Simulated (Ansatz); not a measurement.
AlClH2OSSi (`O[SiH]1[S][Al]1[Cl]`). Charge 0, multiplicity 1.

```csv
atom,x (Å),y (Å),z (Å)
O1,1.364,-0.086,-1.513
Si2,0.741,-0.376,-0.022
S3,0.141,1.388,1.131
Al4,-1.426,-0.068,0.726
Cl5,-3.462,-0.139,1.146
H6,0.854,0.469,-2.106
H7,1.787,-1.188,0.638
```

Task: List the harmonic frequencies (cm⁻¹, unscaled) at PBE0-D4/def2-TZVP in Ansatz. (An estimate is asked.)

Result: The calculation gave: 91, 116, 186, 223, 300, 311, 387, 502, 657, 670, 781, 885, 924, 2248, 3911.

Task: Is this a minimum?

Result: Yes, all 15 modes are real.

Task: Give the ideal-gas thermochemistry at 298.15 K and 1 bar (rigid rotor, harmonic oscillator; point group C1, symmetry number 1).

Result: Zero-point energy 72.9 kJ/mol; H(298) − E = 94.4 kJ/mol; entropy 361.1 J/(mol·K), of which translation 170.5, rotation 120.9, vibration 69.6; G(298) − E = -13.3 kJ/mol. Modes under 100 cm⁻¹ are hindered rotations or soft bends, so the harmonic entropy is rough.

Task: And at 400, 500, 600, 800 and 1000 K?

Result: 
```json
{"T (K)": "400", "H − E (kJ/mol)": "105.7", "S (J/mol/K)": "393.6", "G − E (kJ/mol)": "-51.8"}
{"T (K)": "500", "H − E (kJ/mol)": "117.8", "S (J/mol/K)": "420.5", "G − E (kJ/mol)": "-92.5"}
{"T (K)": "600", "H − E (kJ/mol)": "130.5", "S (J/mol/K)": "443.7", "G − E (kJ/mol)": "-135.8"}
{"T (K)": "800", "H − E (kJ/mol)": "157.1", "S (J/mol/K)": "482.0", "G − E (kJ/mol)": "-228.5"}
{"T (K)": "1000", "H − E (kJ/mol)": "184.8", "S (J/mol/K)": "512.9", "G − E (kJ/mol)": "-328.1"}
```
